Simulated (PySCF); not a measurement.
C4H3Br. Atoms are numbered in the order given.

```xyz
8

C      1.0078     2.6774     0.0000
C      0.2601     1.7214     0.0000
C     -0.5994     0.5908     0.0000
C     -1.9395     0.6322     0.0000
Br     0.3127    -1.1022     0.0000
H      1.6668     3.5253     0.0000
H     -2.4482     1.5991     0.0000
H     -2.5393    -0.2789     0.0000
```
Charge 0, spin multiplicity 1.

The structure is a stationary point at B3LYP-D3(BJ)/def2-SVP.

All values below come from KT2/pcSseg-1 (PySCF).

GIAO shieldings, no solvent; atoms listed in one row are averaged. δ = σ(ref) − σ: ¹³C against TMS (σ = 185.1 ppm); ¹H against TMS (σ = 31.47 ppm), references at their B3LYP-D3(BJ)/def2-TZVP geometries, non-relativistic (without spin–orbit terms, shifts of atoms bonded to Cl or Br come out too high).

```csv
nucleus,atoms,count,δ (ppm)
¹³C,C4,1,128.4
¹³C,C3,1,125.1
¹³C,C1,1,83.8
¹³C,C2,1,81.8
¹H,H7,1,6.27
¹H,H8,1,6.16
¹H,H6,1,3.80
```
